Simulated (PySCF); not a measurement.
# Working out the ionisation energy of Nb²⁺

Nb²⁺ [Kr] 4d3 (4F) → Nb³⁺ [Kr] 4d2 (3F). Computed with PySCF 2.14 in cc-pVTZ-PP with ECP28MDF (5s5p4d2f1g, 63 functions), with scalar relativity through the core potential. Frozen: 4s2 4p6. Energies in hartree (1 hartree = 27.21139 eV):

```csv
part,Nb²⁺ (lower),Nb³⁺ (upper)
UHF,-55.449672,-54.559195
MP2 opposite-spin,0.000000,0.000000
MP2 same-spin,-0.014913,-0.003531
```

Task: What does Hartree-Fock give?

Result: (-54.559195) − (-55.449672) = 0.890477 hartree = 24.231 eV.

Task: What do MP2 and SCS-MP2 (6/5 opposite-spin, 1/3 same-spin) give?

Result: The opposite-spin parts differ by 0.000 eV and the same-spin parts by 0.310 eV. MP2: 24.231 + (0.000) + (0.310) = 24.541 eV. SCS-MP2: 24.231 + 1.2 × (0.000) + (0.310)/3 = 24.334 eV.

Reference: 25.04 eV (semi-empirical (NIST evaluation); NIST Atomic Spectra Database, ionization energies), between the lowest levels; spin-orbit coupling is absent from the calculation.

What remains against the reference includes basis incompleteness, the frozen core and correlation beyond second order.
